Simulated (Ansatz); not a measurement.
Al12P12, a nanocrystal cut from wurtzite AlP (bare). Total charge 0; singlet. Geometry r2SCAN-D4/def2-SVP.

Cartesian coordinates in Å:
```
P -2.807 -3.218 -1.238
Al -0.578 -3.671 -0.863
Al -1.685 -1.073 -1.467
P 0.506 -1.971 -2.017
P -1.084 1.069 -2.427
Al 1.217 0.341 -2.130
Al 0.165 3.024 -2.320
P 2.254 2.350 -3.026
P 0.960 -4.276 0.744
Al 1.493 -1.965 0.205
P 2.842 -0.036 -0.362
Al 2.977 2.233 -0.840
Al -2.977 -2.233 0.840
P -2.842 0.035 0.361
Al -1.494 1.967 -0.206
P -0.958 4.277 -0.744
P -2.254 -2.351 3.026
Al -0.165 -3.024 2.319
Al -1.218 -0.341 2.130
P 1.083 -1.067 2.428
P -0.508 1.971 2.016
Al 1.684 1.072 1.467
Al 0.579 3.670 0.864
P 2.807 3.216 1.239
```

Single mean-field runs in def2-SVP, def2-TZVP are fitted with def2-universal-jkfit.

(1) Estimate the orbital energies around the gap (eV) in Ansatz with HF/6-31G, PBE-D4/def2-SVP, PBE-D4/def2-TZVP, r2SCAN-D4/def2-SVP, PBE0-D4/def2-SVP.

Answers

(1) 
```json
{"orbital": "HOMO−9", "HF/6-31G": "-9.51", "PBE-D4/def2-SVP": "-6.49", "PBE-D4/def2-TZVP": "-6.37", "r2SCAN-D4/def2-SVP": "-6.78", "PBE0-D4/def2-SVP": "-7.43"}
{"orbital": "HOMO−8", "HF/6-31G": "-9.51", "PBE-D4/def2-SVP": "-6.49", "PBE-D4/def2-TZVP": "-6.36", "r2SCAN-D4/def2-SVP": "-6.78", "PBE0-D4/def2-SVP": "-7.43"}
{"orbital": "HOMO−7", "HF/6-31G": "-9.51", "PBE-D4/def2-SVP": "-6.27", "PBE-D4/def2-TZVP": "-6.11", "r2SCAN-D4/def2-SVP": "-6.56", "PBE0-D4/def2-SVP": "-7.20"}
{"orbital": "HOMO−6", "HF/6-31G": "-9.51", "PBE-D4/def2-SVP": "-6.27", "PBE-D4/def2-TZVP": "-6.11", "r2SCAN-D4/def2-SVP": "-6.56", "PBE0-D4/def2-SVP": "-7.20"}
{"orbital": "HOMO−5", "HF/6-31G": "-9.38", "PBE-D4/def2-SVP": "-6.10", "PBE-D4/def2-TZVP": "-5.97", "r2SCAN-D4/def2-SVP": "-6.39", "PBE0-D4/def2-SVP": "-7.02"}
{"orbital": "HOMO−4", "HF/6-31G": "-9.09", "PBE-D4/def2-SVP": "-5.67", "PBE-D4/def2-TZVP": "-5.51", "r2SCAN-D4/def2-SVP": "-5.94", "PBE0-D4/def2-SVP": "-6.59"}
{"orbital": "HOMO−3", "HF/6-31G": "-8.49", "PBE-D4/def2-SVP": "-5.55", "PBE-D4/def2-TZVP": "-5.41", "r2SCAN-D4/def2-SVP": "-5.81", "PBE0-D4/def2-SVP": "-6.41"}
{"orbital": "HOMO−2", "HF/6-31G": "-8.49", "PBE-D4/def2-SVP": "-5.55", "PBE-D4/def2-TZVP": "-5.41", "r2SCAN-D4/def2-SVP": "-5.81", "PBE0-D4/def2-SVP": "-6.41"}
{"orbital": "HOMO−1", "HF/6-31G": "-8.20", "PBE-D4/def2-SVP": "-5.34", "PBE-D4/def2-TZVP": "-5.20", "r2SCAN-D4/def2-SVP": "-5.59", "PBE0-D4/def2-SVP": "-6.19"}
{"orbital": "HOMO", "HF/6-31G": "-8.20", "PBE-D4/def2-SVP": "-5.34", "PBE-D4/def2-TZVP": "-5.20", "r2SCAN-D4/def2-SVP": "-5.59", "PBE0-D4/def2-SVP": "-6.19"}
{"orbital": "LUMO", "HF/6-31G": "-1.22", "PBE-D4/def2-SVP": "-4.07", "PBE-D4/def2-TZVP": "-4.00", "r2SCAN-D4/def2-SVP": "-3.99", "PBE0-D4/def2-SVP": "-3.50"}
{"orbital": "LUMO+1", "HF/6-31G": "-1.20", "PBE-D4/def2-SVP": "-4.02", "PBE-D4/def2-TZVP": "-3.95", "r2SCAN-D4/def2-SVP": "-3.90", "PBE0-D4/def2-SVP": "-3.46"}
{"orbital": "LUMO+2", "HF/6-31G": "-0.36", "PBE-D4/def2-SVP": "-3.16", "PBE-D4/def2-TZVP": "-3.08", "r2SCAN-D4/def2-SVP": "-3.09", "PBE0-D4/def2-SVP": "-2.59"}
{"orbital": "LUMO+3", "HF/6-31G": "0.01", "PBE-D4/def2-SVP": "-3.10", "PBE-D4/def2-TZVP": "-3.06", "r2SCAN-D4/def2-SVP": "-2.96", "PBE0-D4/def2-SVP": "-2.44"}
{"orbital": "LUMO+4", "HF/6-31G": "0.12", "PBE-D4/def2-SVP": "-3.10", "PBE-D4/def2-TZVP": "-3.06", "r2SCAN-D4/def2-SVP": "-2.96", "PBE0-D4/def2-SVP": "-2.44"}
{"orbital": "LUMO+5", "HF/6-31G": "0.12", "PBE-D4/def2-SVP": "-2.58", "PBE-D4/def2-TZVP": "-2.53", "r2SCAN-D4/def2-SVP": "-2.43", "PBE0-D4/def2-SVP": "-1.98"}
```
